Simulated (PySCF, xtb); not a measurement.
C2H8OSi2, SMILES [SiH2]1OC[Si@@H]1C.

Harmonic wavenumbers (cm⁻¹) from xtb with GFN2-xTB at its own minimum, in rising order: 105, 125, 129, 183, 344, 416, 442, 514, 572, 613, 658, 671, 717, 765, 781, 811, 815, 842, 1009, 1151, 1233, 1364, 1479, 1480, 1486, 2138, 2192, 2234, 2924, 2947, 3027, 3035, 3045.

Q: What does PBE-D3(BJ)/def2-SVP in PySCF 2.14.0 give at its own minimum? (An estimate is asked for; the answer gives what the named calculation found.)

A: 53, 137, 152, 189, 395, 401, 444, 573, 617, 641, 647, 695, 738, 743, 799, 822, 865, 941, 995, 1160, 1206, 1213, 1380, 1381, 1410, 2129, 2133, 2141, 2943, 2975, 2995, 3074, 3083. Paired by order, the mean absolute difference is 41 cm⁻¹ and the zero-point energies are 57.5 and 57.3 kcal/mol.
